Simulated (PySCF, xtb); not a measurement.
Ga(F)2(NH2) (F₂GaH₂N), SMILES [Ga]([F])([F])[NH2].

GFN2-xTB (xtb) at its own geometry gives an orbital gap of 3.47 eV and a dipole moment of 4.21 D.

Coordinates come from a r2SCAN-D4/def2-SVP optimisation. One conformer was computed; it need not be the lowest.

What does HF/def2-TZVPD (PySCF) give? (An estimate is asked for; the answer gives what the named calculation found.)

gap 12.79 eV (levels -11.91 and 0.88 eV), dipole 3.31 D.
